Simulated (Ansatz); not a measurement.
Isolated molecules relaxed with PBE0-D4/def2-TZVP in Ansatz; ΔE leaves out vibrations. CCSD(T)/CBS adds triple-zeta CCSD(T) − MP2 to the extrapolated MP2 energy (def2 sets, frozen cores). This one scheme is used for every species. For Ge outer-core shells are correlated without core-valence functions, which leaves a few kJ/mol of doubt a bond. Scalar relativity is left out up to krypton. Each species was taken in one conformer, which may not be the lowest.

Consider the cleavage of the Si–Ge bond: `[SiH3][SiH2][SiH2][GeH3]` + `BS` → `BS[SiH2][SiH2][SiH3]` + GeH₄.

| species | CCSD/def2-TZVPP energy (Eh) |
| --- | --- |
| `[SiH3][SiH2][SiH2][GeH3]` | -2948.73635 |
| `BS` | -424.31597 |
| `BS[SiH2][SiH2][SiH3]` | -1295.08388 |
| GeH₄ | -2077.97792 |

**Question.** Work out ΔE.

**Answer.** ΔE = (-1295.08388) + (-2077.97792) − (-2948.73635) − (-424.31597) = -0.00948 Eh = -5.9 kcal/mol. CCSD(T)/CBS gives -6.9 kcal/mol.

Largest T1 diagnostic among the species: 0.015.

From BLYP to BHLYP (50 % exact exchange), in def2-TZVPP and without D4, ΔE moves by −1.9 kcal/mol. At CCSD(T), def2-SVP lies +1.2 kcal/mol from the extrapolated value and def2-TZVPP +0.6 kcal/mol. The D4 term adds −1.6 kcal/mol with B3LYP and −0.9 kcal/mol with PBE0; it sums over pairs of atoms, weighted by their polarisabilities, and B3LYP, whose exchange is more repulsive, gets the larger term.

B3LYP here is the variant with VWN-RPA as its local correlation; programs differ in this.
